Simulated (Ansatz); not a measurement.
The same molecule with X = Cl, Br, I. Ansatz, PBE0-D4/def2-TZVP geometries, multiplicity 1.

Elements past krypton have def2 core potentials. Scalar relativity is left out up to krypton.

```json
{"X": "Cl", "molecule": "`Clc1cccc2ccccc12`", "mean X–C bond length / Å": "1.729", "HOMO–LUMO gap (PBE0/def2-TZVPP) / eV": "4.98", "HOMO–LUMO gap (PBE/def2-TZVPP) / eV": "3.30", "HOMO energy (B3LYP/def2-TZVPP) / eV": "-6.21"}
{"X": "Br", "molecule": "`Brc1cccc2ccccc12`", "mean X–C bond length / Å": "1.891", "HOMO–LUMO gap (PBE0/def2-TZVPP) / eV": "4.96", "HOMO–LUMO gap (PBE/def2-TZVPP) / eV": "3.28", "HOMO energy (B3LYP/def2-TZVPP) / eV": "-6.23"}
```

(1) Give the row for X = I, `Ic1cccc2ccccc12`. (Estimate.)

## Answers

(1) Ansatz gave: 
| X | molecule | mean X–C bond length / Å | HOMO–LUMO gap (PBE0/def2-TZVPP) / eV | HOMO–LUMO gap (PBE/def2-TZVPP) / eV | HOMO energy (B3LYP/def2-TZVPP) / eV |
| --- | --- | --- | --- | --- | --- |
| I | `Ic1cccc2ccccc12` | 2.092 | 4.90 | 3.22 | -6.19 |

From Cl to I the mean X–C bond length rises at each step, by 0.363 Å in all; the HOMO–LUMO gap (PBE0/def2-TZVPP) falls at each step, by 0.08 eV in all; the HOMO–LUMO gap (PBE/def2-TZVPP) falls at each step, by 0.08 eV in all; the HOMO energy (B3LYP/def2-TZVPP) hardly changes. Bonds lengthen as the atom grows down the group.

B3LYP here is the variant with VWN-RPA as its local correlation; programs differ in this.

Spin–orbit coupling is left out; it splits and shifts lone-pair levels of the heavy atoms by tenths of an eV.
